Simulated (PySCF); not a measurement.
One of the candidates below gave these computed data.

All candidates are C5H8NPS.

| technique | computed result |
| --- | --- |
| Rotational structure | rotational constants A, B, C: 2.823, 1.122, 0.813 GHz [GFN2-xTB] |
| UV, first state | lowest singlet excitation: 4.01 eV (309 nm, f = 0.074) [TDDFT B3LYP/def2-SVPD] |
| 13C NMR | chemical shifts (computed TMS as zero) by class: 173.9 (1 C), 151.2 (1 C), 116.5 (1 C), 44.3 (2 C) ppm [GIAO PBE0/pcSseg-1] |
| Dipole | 3.43 D [B3LYP/def2-SVPD] |
| Triplet | lowest triplet excitation (Tamm–Dancoff): 2.73 eV [TDA B3LYP/def2-SVPD] |
| UV, strongest line | among the 8 lowest singlet transitions: S8 at 5.78 eV (215 nm, f = 0.105) [TDDFT B3LYP/def2-SVPD] |
| Polarisability | 113.0 au [B3LYP/def2-SVPD] |

The electronic properties come from PySCF, for the isolated species, density fitting. Levels stand in brackets. Geometry: GFN2-xTB; no solvent, vibrations or thermal averaging. Each NMR value is the plain mean over a class of atoms that symmetry, rotation or inversion makes alike.

Question: Which candidate is it?
A. `CN(C)c1cpcs1`
B. `C/C=C\[P@H](=S)CC#N`
C. `CSc1pccn1C`

Answer: A. It is `CN(C)c1cpcs1`. Numbering: `[CH3:1][N:2]([CH3:3])[c:4]1[cH:5][p:6][cH:7][s:8]1`. 5 carbons fall into 4 classes; from least to most shielded: aromatic carbon bearing nitrogen [C4] (173.9 ppm), aromatic CH next to a ring sulfur [C7] (151.2 ppm), aromatic CH carbon [C5] (116.5 ppm), N-methyl carbon [C1/C3] (44.3 ppm, 2 C, up to 3.0 ppm apart in this geometry). S1 is mainly HOMO→LUMO (weight 0.95); the largest Löwdin shares of the orbital it empties are 0.24 on the aniline-type nitrogen, 0.22 on the aromatic CH next to a ring sulfur, 0.13 on the aromatic CH carbon and 0.11 on the phosphorus bonded to 2 C, of the orbital it fills 0.34 on the phosphorus bonded to 2 C, 0.26 on the aromatic CH next to a ring sulfur, 0.18 on the thiophene-type sulfur and 0.07 on the aromatic carbon bearing nitrogen. The optimised geometry has point group C1 and is an asymmetric top.

The others, at the same levels:
- `CSc1pccn1C` fails: it has 5 carbon classes against 4; its computed 13C shifts are 175.7 (1 C), 134.5 (1 C), 132.8 (1 C), 36.9 (1 C), 23.1 (1 C) ppm, rotational constant A is 2.182 GHz (against 2.823 GHz) and smallest rotational constant is 0.864 GHz (against 0.813 GHz).
- `C/C=C\[P@H](=S)CC#N` fails: it has 5 carbon classes against 4; its computed 13C shifts are 162.3 (1 C), 127.6 (1 C), 118.0 (1 C), 26.5 (1 C), 22.0 (1 C) ppm and rotational constant A is 1.719 GHz (against 2.823 GHz).

Each candidate is one conformer, not necessarily the lowest. Dipoles, sizes and rotational constants follow the conformer. The torsions of the flexible species, by atom-mapped SMILES:
- `[CH3:1][N:2]([CH3:3])[c:4]1[cH:5][p:6][cH:7][s:8]1`: C1–N2–C4–C5 165°
- `[CH3:1][S:2][c:3]1[p:4][cH:5][cH:6][n:7]1[CH3:8]`: C1–S2–C3–P4 0°
- `[CH3:1]/[CH:2]=[CH:3]\[P@H:4](=[S:5])[CH2:6][C:7]#[N:8]`: C2–C3–P4–S5 56°, C3–P4–C6–C7 -49°
